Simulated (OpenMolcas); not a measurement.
# Lines of Ne3+: computed and rescaled rates

```json
{
 "Program": "OpenMolcas 26.06",
 "Method": "SS-CASPT2, IPEA 0.25 Eh, imaginary shift 0.1 Eh (closed shells correlated: 1s)",
 "Basis": "ANO-R3 [4s4p2d1f]",
 "Scalar Hamiltonian": "X2C, finite nucleus",
 "Active space": "5 electrons in 4 orbitals (2s 2p)",
 "State averaging": "2S+1 = 4 odd, 1 root; 2S+1 = 2 odd, 8 roots; 2S+1 = 4 even, 3 roots; 2S+1 = 2 even, 6 roots",
 "Spin-orbit coupling": "RASSI with atomic mean-field integrals over the reference wave functions, term energies averaged over their components"
}
```

Rates come from the transition moments of the reference wave functions (E1 and E2 in the length form). At fixed line strength A goes as λ^-3 for E1 and M1 and as λ^-5 for E2, so a rate at the computed wavelength can be rescaled to the measured one. Measured vacuum wavelengths follow from level energies in Moore, Atomic Energy Levels, vol. I, NSRDS-NBS 35 (1971 reprint of NBS Circular 467, 1949). Branching counts decays inside the model space alone, at computed energies, and the table is only a selection of the E1 lines, drawn from those between levels with measured partners whose computed energy lies within a factor of 1.5 of the measured one.

```
        Upper            Lower  Type  λ computed (nm)  λ measured (nm)  A computed (s-1)  A rescaled (s-1)  Branching %
2s 2p⁴ ⁴P_5/2  2s² 2p³ ⁴S°_3/2    E1            54.29            54.39          2.47e+09          2.46e+09        100.0
2s 2p⁴ ⁴P_3/2  2s² 2p³ ⁴S°_3/2    E1            54.13            54.21          2.50e+09          2.49e+09        100.0
2s 2p⁴ ⁴P_1/2  2s² 2p³ ⁴S°_3/2    E1            54.03            54.11          2.51e+09          2.50e+09        100.0
```

The largest correction is for 2s 2p⁴ ⁴P_5/2 → 2s² 2p³ ⁴S°_3/2 (E1): 2.47e+09 × (54.29 / 54.39)^3 = 2.46e+09 s-1, a factor of 0.99.

The computed rate and branching of 2s 2p⁴ ⁴P_1/2 → 2s² 2p³ ⁴S°_3/2 give the upper level a radiative lifetime of 1.000 / 2.51e+09 s-1 = 3.98e-10 s, counting decays inside the model space alone. The rescaled rate gives about 4.0e-10 s.

No measured rate stands beside these. Rescaling mends the energy factor alone: line strengths can still be far off where a level mixes with configurations outside the active space, and weak or spin-changing lines hang on small mixing coefficients that depend on the term gaps too, so rescaling need not improve them.

Measured partners are found by configuration, term and J. A level has none where our copy of the source lacks it or the pairing is in doubt (some pairs that miss far off the trend of their configuration count as doubtful). Levels of configurations outside the active space are missing.

° marks odd parity.
